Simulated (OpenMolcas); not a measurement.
## Ar³⁺: from RASSCF to RASPT2

- Program: OpenMolcas
- Basis: ANO-RCC-VQZP [6s5p3d2f1g]
- Scalar Hamiltonian: DKH2, point nucleus
- Active space: 5 electrons in 9 orbitals (RAS2 3s 3p; RAS3 3d, at most 2 electrons)
- State averaging: 2S+1 = 4 odd, 1 root; 2S+1 = 2 odd, 11 roots; 2S+1 = 4 even, 3 roots; 2S+1 = 2 even, 9 roots
- Spin-orbit coupling: state interaction with AMFI integrals over the reference wave functions, term energies averaged over their components

Methods on the same reference wave functions:
A. RASSCF
B. SS-RASPT2, IPEA 0.25 Eh, imaginary shift 0.1 Eh (closed shells correlated: 2s 2p)
C. MS-RASPT2, IPEA 0.25 Eh, imaginary shift 0.1 Eh (closed shells correlated: 2s 2p)

Energies in cm⁻¹ above 3s² 3p³ ⁴S°_3/2, the measured ground level; measured values from Saloman, J. Phys. Chem. Ref. Data 39, 033101 (2010).

| Level | A | B | C | Measured |
| --- | --- | --- | --- | --- |
| 3s² 3p³ ⁴S°_3/2 | 0.0 | 0.0 | 0.0 | 0.0 |
| 3s² 3p³ ²D°_3/2 | 25177 | 21440 | 21440 | 21091 |
| 3s² 3p³ ²D°_5/2 | 25280 | 21550 | 21550 | 21220 |
| 3s² 3p³ ²P°_1/2 | 39355 | 35520 | 35440 | 34855 |
| 3s² 3p³ ²P°_3/2 | 39462 | 35630 | 35560 | 35032 |
| 3s 3p⁴ ⁴P_5/2 | 118349 | 118340 | 118340 | 117563 |
| 3s 3p⁴ ⁴P_3/2 | 119212 | 119200 | 119200 | 118516 |
| 3s 3p⁴ ⁴P_1/2 | 119706 | 119690 | 119690 | 119043 |
| 3s 3p⁴ ²D_3/2 | 152332 | 149300 | 149300 | 145921 |
| 3s 3p⁴ ²D_5/2 | 152365 | 149340 | 149340 | 145999 |

Deviations, from unrounded energies. A percentage is the sum of absolute deviations over the sum of measured energies, with the sign that they share, or ± where signs differ.

| Against measurement | Levels | A | B | C |
| --- | --- | --- | --- | --- |
| mean absolute deviation (cm-1) | 9 | 3600 | 1200 | 1200 |
| other terms of the ground configuration (%) | 4 | +15.2 | +1.7 | +1.6 |
| other configurations (%) | 5 | +2.3 | +1.4 | +1.4 |

B, C lie about equally close to measurement and A furthest from it. The largest miss of C in the table is 3s 3p⁴ ²D_3/2, by +3400 cm-1. The ranking rests on the paired levels alone, and a cruder setting can come out closer through cancelling errors.

Between B and C the level of the table that moves most is 3s² 3p³ ²P°_1/2, by 79 cm-1 (lowest in C, highest in B). Moves below CASPT2's spread within the term are not significant.

The mean deviations of B to C differ by less than CASPT2's widest spread within a term (180 cm-1), so their order carries little weight.

From A to B the spin-free energies of the other terms of 3s² 3p³ shown, above ⁴S°, scale by factors of 0.85 to 0.90.

The lowest spin-free term lies below A's lowest term by 0.099 hartree in B, 0.099 hartree in C.

Term energies are means over components that CASPT2 splits; among the terms shown or strongly mixed into the levels shown the widest spread is 180 cm-1 (3s 3p⁴ ²D, C). The run also gave levels led by 3s² 3p² 3d, which use shells meant for correlation; these and all levels above them are left out. Some terms mix strongly with configurations of 3d, whose occupation reaches 0.27 (3s 3p⁴ ²D). Computed and measured levels are paired by configuration, term and J; levels that our copy of the source lacks, or whose pairing is in doubt (as where it misses far off the trend of its configuration), stay unpaired and out of the deviations. Only configurations of the active space appear. The table leaves out levels that lie high or whose names do not pair safely across all columns.

° marks odd parity.
